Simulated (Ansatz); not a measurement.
As, doublet; B3LYP/3-21G run with Ansatz (a first-principles code).

Ansatz was given this input:
Ansatz 0.2 input:
```yaml
crystal:
  periodic: [false, false, false]
  atoms:
    - {symbol: As, position_ang: [0.00000000, 0.00000000, 0.00000000]}
basis:
  gaussian:
    orbitals: 3-21G.json
hamiltonian:
  xc: b3lyp
magnetization: {spin_polarized: false, initial_magnetization: 1}
```
The basis file holds 3-21G in the JSON format of the Basis Set Exchange.

Q: Write the output that Ansatz gives for this input, abridged.

A: 
```
Functional definition: B3LYP
154 factors; integrals over basis functions are off by at most 2.8e-4 eV
mean field evaluation 1: about -60546.3853 eV, gradient 2.5e0 eV
mean field evaluation 2: about -60546.3853 eV, gradient 2.5e0 eV
mean field evaluation 4: about -60546.4064 eV, gradient 9.2e-2 eV
mean field evaluation 8: about -60546.4064 eV, gradient 2.0e-6 eV
mean field evaluation 16: about -60546.4064 eV, gradient 2.3e-2 eV
mean field evaluation 32: about -60546.4064 eV, gradient 1.2e-6 eV
mean field evaluation 64: about -60546.4065 eV, gradient 1.2e-2 eV
mean field -60546.40639590 eV, -2225.0393952212 hartree, gradient 1.8e-6 eV, S^2 0.750000; 6 other end points of the search recorded, 0 dependent functions left out
reference -60546.40653074 eV, -2225.0394001764 hartree; 17, 16 occupied and 6, 7 virtual orbitals, 154 factors
Total energy: -60546.40653074 eV, -2225.0394001764 hartree
```
